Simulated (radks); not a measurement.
Values are calculated unless marked as measured or tabulated.
Species: K+. Configuration: [Ar]. Code: a radial shooting solver on a logarithmic mesh with Libxc functionals. Model: scalar-relativistic Kohn-Sham, BLYP, spin-polarised, spherical densities, finite nucleus; Fermi nuclear charge, rms radius 3.4349 fm. Some entries of the table are withheld. Estimate them.

orbital,occ.,eigenvalue (hartree),r(max) (bohr),<1/r> (bohr^-1)
1s,2,-129.7314,0.05302,18.72
2s,2,-13.21219,0.3182,3.797
2p,6,-10.52659,0.2624,3.701
3s,2,-1.51653,(1),1.102
3p,6,-0.90922,(2),0.9600

Answer. 
(1) 3s r(max) (bohr): 1.075
(2) 3p r(max) (bohr): 1.152
